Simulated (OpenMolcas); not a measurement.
# As I: from RASSCF to RASPT2

```json
{
  "Program": "OpenMolcas",
  "Basis": "ANO-R3 [7s6p5d3f2g]",
  "Scalar Hamiltonian": "X2C, finite nucleus",
  "Active space": "3 electrons in 9 orbitals (RAS2 4p; RAS3 4d 5s, at most 1 electron)",
  "State averaging": "2S+1 = 4 odd, 1 root; 2S+1 = 2 odd, 8 roots; 2S+1 = 4 even, 3 roots; 2S+1 = 2 even, 8 roots",
  "Spin-orbit coupling": "RASSI with atomic mean-field integrals over the reference wave functions, term energies averaged over their components"
}
```

Methods on the same reference wave functions:
A. RASSCF
B. SS-RASPT2, IPEA 0.25 Eh, imaginary shift 0.1 Eh (closed shells correlated: 3d 4s)

Energies in cm⁻¹ above 4s² 4p³ ⁴S°_3/2, the measured ground level; measured values from NIST Handbook of Basic Atomic Spectroscopic Data.

```json
{"Level": "4s² 4p³ ⁴S°_3/2", "A": "0.0", "B": "0.0", "Measured": "0.0"}
{"Level": "4s² 4p³ ²D°_3/2", "A": "14504", "B": "11630", "Measured": "10593"}
{"Level": "4s² 4p³ ²D°_5/2", "A": "14686", "B": "11800", "Measured": "10915"}
{"Level": "4s² 4p³ ²P°_1/2", "A": "24248", "B": "21830", "Measured": "18186"}
{"Level": "4s² 4p³ ²P°_3/2", "A": "24491", "B": "22070", "Measured": "18648"}
{"Level": "4s² 4p² 5s ⁴P_1/2", "A": "52101", "B": "51540", "Measured": "50694"}
{"Level": "4s² 4p² 5s ⁴P_3/2", "A": "52771", "B": "52200", "Measured": "51610"}
{"Level": "4s² 4p² 5s ⁴P_5/2", "A": "53926", "B": "53340", "Measured": "52898"}
{"Level": "4s² 4p² 5s ²P_1/2", "A": "56286", "B": "54640", "Measured": "53136"}
{"Level": "4s² 4p² 5s ²P_3/2", "A": "57622", "B": "55940", "Measured": "54605"}
```

Deviations, from unrounded energies. A percentage is the sum of absolute deviations over the sum of measured energies, with the sign that they share, or ± where signs differ.

| Against measurement | Levels | A | B |
| --- | --- | --- | --- |
| mean absolute deviation (cm-1) | 9 | 3300 | 1500 |
| other terms of the ground configuration (%) | 4 | +33.6 | +15.4 |
| other configurations (%) | 5 | +3.7 | +1.8 |

B lies closest to measurement on these levels. The largest miss of B in the table is 4s² 4p³ ²P°_1/2, by +3600 cm-1. The ranking rests on the paired levels alone, and a cruder setting can come out closer through cancelling errors.

From A to B the spin-free energies of the other terms of 4s² 4p³ shown, above ⁴S°, scale by factors of 0.80 to 0.90.

The lowest spin-free term lies below A's lowest term by 0.563 hartree in B.

Term energies are means over components that CASPT2 splits; among the terms shown or strongly mixed into the levels shown the widest spread is 180 cm-1 (4s² 4p³ ²D°, B). ANO sets are built for valence states and can reach diffuse excited orbitals poorly, and with the s shell closed the s pⁿ⁺¹ terms that mix with these levels are absent. With the s shell closed, the reference lacks s² → p² mixing. Without dynamic correlation excited terms often stand tens of per cent too high (terms of higher spin than the ground term too low), and those without a measured partner can miss by more than the paired ones (holds for A). Some terms miss by over 15 % even with CASPT2, which points to a basis or an active space too small for the shells correlated (holds for B). Measured partners are found by configuration, term and J. A level has none where our copy of the source lacks it or the pairing is in doubt (some pairs that miss far off the trend of their configuration count as doubtful), and it then counts in no deviation. Levels of configurations outside the active space are missing. The table leaves out levels that lie high or whose names do not pair safely across all columns.

° marks odd parity.
